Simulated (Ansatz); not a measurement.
`O=C=[N][Ti]([OH])([OH])[OH]` at its PBE0-D4/def2-TZVP geometry, where that method's forces vanish. Charge 0, multiplicity 1.

```xyz
10

O    -1.0210   -0.5651    3.5536
C    -0.6710   -0.4267    2.4489
N    -0.3000   -0.2874    1.3176
Ti    0.0738    0.0049   -0.5287
O     0.3398    1.7519   -0.7754
O     1.5204   -0.9378   -0.9745
O    -1.2963   -0.5356   -1.5452
H     1.0762    2.2997   -1.0477
H     2.2770   -1.2768   -0.4949
H    -1.9990   -0.0271   -1.9536
```

Question: What forces (eV/Å) does B3LYP-D4/def2-TZVPP give on these atoms in Ansatz? (Estimate.)

Answer: Computed: 
```
O1  -0.103 -0.040  0.323
C2   0.056  0.021 -0.167
N3  -0.008 -0.010  0.055
Ti4 -0.022 -0.019  0.154
O5   0.035  0.324 -0.040
O6   0.252 -0.187 -0.105
O7  -0.244 -0.121 -0.192
H8   0.029  0.044 -0.012
H9   0.050 -0.020  0.009
H10 -0.046  0.009 -0.026
```

B3LYP here is the variant with VWN-RPA as its local correlation; programs differ in this.
